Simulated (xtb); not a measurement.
xtb input (GFN-FF):

```bash
xtb mol.xyz --gfnff --opt tight --chrg 0 --uhf 0
```
mol.xyz:
```
6

N     -2.06977542    -0.23388660     0.00984483
Al    -0.33088302    -0.03739010     0.00157384
Cl     0.50446901     1.87210676    -0.14774167
Cl     0.91086938    -1.71217218     0.14100966
H     -2.72876911     0.52546995    -0.05378815
H     -2.54207641    -1.12108052     0.07885879
```

End of the output:

```
         :::::::::::::::::::::::::::::::::::::::::::::::::::::
         ::                     SUMMARY                     ::
         :::::::::::::::::::::::::::::::::::::::::::::::::::::
         :: total energy              -0.596487050785 Eh    ::
         :: gradient norm              0.000215438925 Eh/a0 ::
         ::.................................................::
         :: bond energy               -0.588597093461 Eh    ::
         :: angle energy               0.000022764832 Eh    ::
         :: torsion energy             0.001019828811 Eh    ::
         :: repulsion energy           0.031549063250 Eh    ::
         :: electrostat energy        -0.037844852722 Eh    ::
         :: dispersion energy         -0.002625111709 Eh    ::
         :: HB energy                 -0.000000259886 Eh    ::
         :: XB energy                  0.000000000000 Eh    ::
         :: bonded atm energy         -0.000011389900 Eh    ::
         :: external energy            0.000000000000 Eh    ::
         :: add. restraining           0.000000000000 Eh    ::
         :: total charge              -0.000000000000 e     ::
         :::::::::::::::::::::::::::::::::::::::::::::::::::::

           -------------------------------------------------
          |                Property Printout                |
           -------------------------------------------------

molecular dipole:
                 x           y           z       tot (Debye)
 q only:       -0.843      -0.094       0.004       2.155
           -------------------------------------------------
          |                Geometry Summary                 |
           -------------------------------------------------

      molecular mass/u    :      113.9099984
   center of mass at/Å    :        0.0833645       0.0095460      -0.0004066
  moments of inertia/u·Å² :        0.1232426E+03   0.2549777E+03   0.3782203E+03
rotational constants/cm⁻¹ :        0.1367841E+00   0.6611414E-01   0.4457093E-01

 * 5 selected distances

     #   Z          #   Z                                           value/Å
     1   7 N        2  13 Al                                      1.8523620
     2  13 Al       3  17 Cl                                      2.1767022
     2  13 Al       4  17 Cl                                      2.1767301 (max)
     1   7 N        5   1 H                                       1.0028270 (min)
     1   7 N        6   1 H                                       1.0044118

 * 3 distinct bonds (by element types)

   Z      Z             #   av. dist./Å        max./Å        min./Å
   1 H    7 N           2     1.0036194     1.0044118     1.0028270
   7 N   13 Al          1     1.8523620     1.8523620     1.8523620
  13 Al  17 Cl          2     2.1767161     2.1767301     2.1767022

optimized geometry written to: xtbopt.xyz

           -------------------------------------------------
          | TOTAL ENERGY               -0.596487050785 Eh   |
          | GRADIENT NORM               0.000215438925 Eh/α |
Note: The following floating-point exceptions are signalling: IEEE_UNDERFLOW_FLAG IEEE_DENORMAL
normal termination of xtb
           -------------------------------------------------
########################################################################
[WARNING] Runtime exception occurred
-1- gfnff_setup: Could not read topology file.
########################################################################

------------------------------------------------------------------------
------------------------------------------------------------------------
 total:
 SCF:
 ANC optimizer:
```
